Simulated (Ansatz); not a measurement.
`F[SiH]([SiH3])I` + H₂O → `O[SiH](F)I` + SiH₄ at 400 K and 1 bar (formal hydrolysis of the Si–Si bond).

Isolated molecules relaxed with PBE0-D4/def2-TZVP in Ansatz; ΔE leaves out vibrations. CCSD(T)/CBS adds triple-zeta CCSD(T) − MP2 to the extrapolated MP2 energy (def2 sets, frozen cores). This one scheme is used for every species. Elements past krypton have def2 core potentials. For I outer-core shells are correlated without core-valence functions, which leaves a few kJ/mol of doubt a bond. One conformer a species, not always the lowest.

```
          species  CCSD(T)/CBS energy (Eh)  H − E (kJ/mol)  S (J/(mol·K))
`F[SiH]([SiH3])I`               -977.89058           130.4          396.0
              H₂O                -76.37941            69.8          198.6
     `O[SiH](F)I`               -762.85028            96.9          354.4
             SiH₄               -291.46306            96.9          218.6
```

H − E and S are ideal-gas, rigid-rotor, harmonic terms from PBE0-D4/def2-TZVP, for one conformer and one mirror image of each species. 1 Eh = 2625.50 kJ/mol, R = 8.31446 J/(mol·K).

By hand: ΔE, ΔH, ΔS and ΔG.

ΔE = (-762.85028) + (-291.46306) − (-977.89058) − (-76.37941) = -0.04335 Eh = -113.8 kJ/mol. Δ(H − E) = 96.9 + 96.9 − 130.4 − 69.8 = -6.4, so ΔH = -120.2 kJ/mol. ΔS = 354.4 + 218.6 − 396.0 − 198.6 = -21.6 J/(mol·K). ΔG = -120.2 − 400 × (-21.6)/1000 = -111.6 kJ/mol.

By hand: the equilibrium constant, and the temperature at which ΔG would vanish if ΔH and ΔS stayed fixed.

log₁₀ K = −ΔG/(RT ln 10) = 14.6. ΔG = 0 at ΔH/ΔS = 5565 K, far beyond where these terms or the molecules hold.

ΔH outweighs TΔS. A doubt of 5 kJ/mol in ΔE shifts log₁₀ K by 0.7 here. Other conformers and mirror images would add mixing entropy, several J/(mol·K) or more a flexible species. These are equilibria of isolated gas molecules and say nothing of rates. Largest T1 diagnostic: 0.011 (customary marks: 0.02 for closed shells, 0.045 for open ones).
